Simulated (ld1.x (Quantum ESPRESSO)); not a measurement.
**An all-electron radial function and its pseudo partner (Ni)**

Columns: radius, all-electron u(r) and pseudo u(r) of the 3p shell (level -110.58 eV) of nickel in the configuration [Ne] 3s2 3p6 3d7 4s0 4p0; BLYP, scalar-relativistic, RRKJ scheme, ld1.x (Quantum ESPRESSO) 7.5.

```
r (bohr)  all-electron   pseudo
   0.075        0.4905  -0.0384
   0.150        0.6271  -0.1502
   0.225        0.2953  -0.3248
   0.300       -0.1869  -0.5419
   0.375       -0.6235  -0.7723
   0.450       -0.9415  -0.9812
   0.525       -1.1336  -1.1373
   0.600       -1.2191  -1.2213
   0.675       -1.2260  -1.2320
   0.750       -1.1800  -1.1847
   0.825       -1.1021  -1.1031
   0.900       -1.0071  -1.0071
   0.975       -0.9055  -0.9055
   1.050       -0.8042  -0.8042
   1.125       -0.7073  -0.7073
   1.200       -0.6173  -0.6173
   1.275       -0.5352  -0.5352
   1.350       -0.4617  -0.4617
   1.425       -0.3964  -0.3964
   1.500       -0.3391  -0.3391
   1.575       -0.2891  -0.2891
   1.650       -0.2458  -0.2458
   1.725       -0.2084  -0.2084
   1.800       -0.1763  -0.1763
   1.875       -0.1488  -0.1488
   1.950       -0.1254  -0.1254
```

Question: How many radial nodes do the two functions have?

Answer: The all-electron 3p function has n − l − 1 = 1; the pseudo-wave has 0, since the states of the same l below it are removed with the core.

Question: At about which radius was the pseudo-wave matched?

Answer: 0.90 bohr, where the columns begin to agree (steps of 0.07 bohr).

Question: Where does each function peak?

Answer: Outermost all-electron maximum near 0.68 bohr, pseudo maximum near 0.68 bohr (to the table’s step).

Question: Is the pseudo-wave norm-conserving?

Answer: Yes: the RRKJ scheme keeps the norm inside the radius equal to the all-electron one, which fixes the energy derivative of the logarithmic derivative at the level.
